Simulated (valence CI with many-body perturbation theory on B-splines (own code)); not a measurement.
## E1 transitions of La⁴⁴⁺

Computed by relativistic CI+MBPT: three valence electrons over a frozen Dirac-Fock core [Ne], radial functions for each j: 11 s, 11 p, 9 d, 7 f, 5 g, 2 h, 1 i, with the one-electron correlation potential Σ1, the two-electron term Σ2, the three-electron term Σ3, Breit, model QED; selected CI, second order for the rest (own B-spline code, finite nucleus).

No measured spectrum was set against this ion. As an estimate, large intervals hold to a few tenths of a per cent, small ones and those within an open d or f shell to about a per cent.

Lines 51 to 100 of 278 in falling wavelength, among levels below 678.75 eV, chosen from the strongest by gf and those to the six lowest levels. Wavelengths and rates use the calculated energies. Electric multipoles are in the length gauge, E1 and E2 with the static RPA response of the core. Weak lines are less certain than strong ones. Lines between different terms over intervals too small for the method are left out, as are lines whose strength nearly cancels. The highest levels of a list are the least certain.

Levels are named by their leading jj configuration (3d3/2^4 stands for four electrons in 3d with j = 3/2), which in mixed levels can hold well under half, so a name can repeat and another be missing. Letters in brackets count levels of one name in rising energy.

| λ vac (Å) | Upper | Lower | A (s⁻¹) | S (a.u.) |
| --- | --- | --- | --- | --- |
| 88.38 | (3p1/2^2 3p3/2) J=3/2 | (3s 3p1/2 3p3/2) J=3/2 [a] | 1.19e+10 | 1.62e-02 |
| 87.25 | (3s 3p1/2 3d3/2) J=3/2 [a] | (3s 3p1/2 3p3/2) J=5/2 | 8.89e+09 | 1.17e-02 |
| 82.27 | (3s 3p1/2 3d3/2) J=5/2 | (3s 3p1/2 3p3/2) J=5/2 | 5.46e+09 | 9.01e-03 |
| 81.06 | (3s 3p1/2 3d3/2) J=1/2 | (3s 3p1/2 3p3/2) J=3/2 [b] | 5.68e+05 | 2.98e-07 |
| 80.36 | (3s 3p1/2 3d3/2) J=3/2 [a] | (3s 3p1/2 3p3/2) J=3/2 [a] | 1.06e+08 | 1.09e-04 |
| 80.12 | (3s 3p1/2 3d3/2) J=3/2 [b] | (3s 3p1/2 3p3/2) J=3/2 [b] | 5.88e+09 | 5.97e-03 |
| 77.61 | (3s 3p1/2 3d5/2) J=5/2 [a] | (3s 3p1/2 3p3/2) J=3/2 [b] | 8.44e+08 | 1.17e-03 |
| 76.11 | (3s 3p1/2 3d3/2) J=5/2 | (3s 3p1/2 3p3/2) J=3/2 [a] | 4.61e+08 | 6.01e-04 |
| 75.04 | (3s 3d3/2 3d5/2) J=7/2 [b] | (3s 3p3/2 3d3/2) J=5/2 [b] | 3.86e+10 | 6.45e-02 |
| 75.02 | (3s 3d3/2 3d5/2) J=7/2 [b] | (3s 3p3/2 3d5/2) J=7/2 [a] | 1.80e+10 | 3.00e-02 |
| 74.48 | (3s^2 3d3/2) J=3/2 | (3s^2 3p3/2) J=3/2 | 1.25e+06 | 1.02e-06 |
| 73.09 | (3s 3p1/2 3d5/2) J=3/2 | (3s 3p1/2 3p3/2) J=1/2 | 2.89e+10 | 2.23e-02 |
| 72.44 | (3s 3p1/2 3d3/2) J=3/2 [b] | (3s 3p1/2 3p3/2) J=5/2 | 4.04e+06 | 3.03e-06 |
| 70.80 | (3s 3p1/2 3d5/2) J=5/2 [b] | (3s 3p1/2 3p3/2) J=3/2 [b] | 3.29e+10 | 3.46e-02 |
| 70.79 | (3p1/2 3p3/2 3d5/2) J=5/2 [a] | (3p1/2 3p3/2^2) J=5/2 | 2.50e+10 | 2.63e-02 |
| 70.39 | (3s 3p1/2 3d5/2) J=5/2 [a] | (3s 3p1/2 3p3/2) J=5/2 | 2.13e+09 | 2.19e-03 |
| 70.35 | (3s 3p3/2 3d5/2) J=5/2 [a] | (3s 3p3/2^2) J=5/2 | 3.90e+10 | 4.02e-02 |
| 69.76 | (3s 3p1/2 3d5/2) J=3/2 | (3s 3p1/2 3p3/2) J=3/2 [b] | 1.29e+10 | 8.62e-03 |
| 68.53 | (3s^2 3d5/2) J=5/2 | (3s^2 3p3/2) J=3/2 | 4.47e+10 | 4.26e-02 |
| 68.29 | (3s 3p1/2 3d3/2) J=1/2 | (3s 3p1/2 3p3/2) J=3/2 [a] | 3.66e+09 | 1.15e-03 |
| 68.13 | (3s 3d3/2 3d5/2) J=5/2 [b] | (3s 3p3/2 3d3/2) J=3/2 [b] | 3.32e+10 | 3.11e-02 |
| 67.98 | (3p1/2 3p3/2 3d5/2) J=1/2 | (3p1/2 3p3/2^2) J=1/2 | 1.37e+11 | 4.25e-02 |
| 67.76 | (3s 3d3/2 3d5/2) J=7/2 [a] | (3s 3p3/2 3d3/2) J=5/2 [a] | 8.58e+10 | 1.05e-01 |
| 67.63 | (3s 3p1/2 3d3/2) J=3/2 [b] | (3s 3p1/2 3p3/2) J=3/2 [a] | 6.67e+09 | 4.08e-03 |
| 67.58 | (3s 3p1/2 3d5/2) J=7/2 | (3s 3p1/2 3p3/2) J=5/2 | 5.28e+10 | 6.44e-02 |
| 67.56 | (3p1/2^2 3d5/2) J=5/2 | (3p1/2^2 3p3/2) J=3/2 | 4.13e+10 | 3.78e-02 |
| 67.37 | (3s 3d3/2 3d5/2) J=9/2 | (3s 3p3/2 3d5/2) J=9/2 | 1.88e+10 | 2.84e-02 |
| 67.36 | (3p1/2 3p3/2 3d5/2) J=7/2 [b] | (3p1/2 3p3/2^2) J=5/2 | 1.36e+11 | 1.64e-01 |
| 67.34 | (3s 3p3/2 3d5/2) J=1/2 | (3s 3p3/2^2) J=1/2 | 1.64e+11 | 4.95e-02 |
| 67.30 | (3p1/2 3p3/2 3d5/2) J=5/2 [b] | (3p1/2 3p3/2^2) J=3/2 | 2.19e+11 | 1.97e-01 |
| 67.21 | (3p1/2 3p3/2 3d5/2) J=3/2 [b] | (3p1/2 3p3/2^2) J=1/2 | 6.00e+10 | 3.60e-02 |
| 67.04 | (3s 3p3/2 3d3/2) J=7/2 | (3s^2 3d5/2) J=5/2 | 1.32e+10 | 1.57e-02 |
| 66.80 | (3s 3p3/2 3d5/2) J=7/2 [a] | (3s 3p3/2^2) J=5/2 | 5.10e+10 | 6.00e-02 |
| 66.16 | (3s 3p3/2 3d5/2) J=5/2 [b] | (3s 3p3/2^2) J=3/2 | 2.26e+11 | 1.94e-01 |
| 65.83 | (3s 3p1/2 3d5/2) J=5/2 [a] | (3s 3p1/2 3p3/2) J=3/2 [a] | 9.76e+10 | 8.24e-02 |
| 65.54 | (3p1/2 3p3/2 3d5/2) J=5/2 [b] | (3p1/2 3p3/2^2) J=5/2 | 3.57e+10 | 2.98e-02 |
| 65.34 | (3s 3d3/2 3d5/2) J=5/2 [a] | (3s 3p3/2 3d3/2) J=3/2 [a] | 1.01e+11 | 8.37e-02 |
| 65.28 | (3s 3d3/2 3d5/2) J=9/2 | (3s 3p3/2 3d3/2) J=7/2 | 1.56e+11 | 2.14e-01 |
| 65.07 | (3s 3p3/2 3d5/2) J=3/2 [b] | (3s 3p3/2^2) J=1/2 | 1.11e+11 | 6.04e-02 |
| 64.73 | (3s 3p1/2 3d5/2) J=5/2 [b] | (3s 3p1/2 3p3/2) J=5/2 | 4.15e+10 | 3.34e-02 |
| 64.64 | (3s 3d3/2 3d5/2) J=3/2 [a] | (3s 3p3/2 3d3/2) J=1/2 [a] | 1.02e+11 | 5.43e-02 |
| 64.33 | (3s 3d3/2 3d5/2) J=3/2 [a] | (3s 3p3/2 3d3/2) J=3/2 [a] | 2.55e+10 | 1.34e-02 |
| 63.86 | (3s 3p1/2 3d5/2) J=3/2 | (3s 3p1/2 3p3/2) J=5/2 | 2.59e+10 | 1.33e-02 |
| 63.06 | (3p1/2 3p3/2 3d5/2) J=3/2 [b] | (3p1/2 3p3/2^2) J=5/2 | 3.78e+10 | 1.87e-02 |
| 62.81 | (3s 3p1/2 3p3/2) J=3/2 [a] | (3s^2 3p1/2) J=1/2 | 9.20e+08 | 4.50e-04 |
| 62.69 | (3s 3d3/2 3d5/2) J=7/2 [b] | (3s 3p3/2 3d3/2) J=7/2 | 4.47e+10 | 4.35e-02 |
| 62.69 | (3s 3p3/2 3d5/2) J=7/2 [b] | (3s 3p3/2^2) J=5/2 | 2.52e+11 | 2.45e-01 |
| 62.45 | (3s 3d3/2 3d5/2) J=5/2 [b] | (3s 3p3/2 3d3/2) J=7/2 | 3.28e+10 | 2.36e-02 |
| 61.90 | (3s 3d3/2 3d5/2) J=7/2 [b] | (3s 3p3/2 3d3/2) J=5/2 [a] | 2.77e+10 | 2.59e-02 |
| 61.71 | (3p1/2 3p3/2 3d3/2) J=5/2 [b] | (3s 3p1/2 3d5/2) J=3/2 | 2.57e+10 | 1.79e-02 |
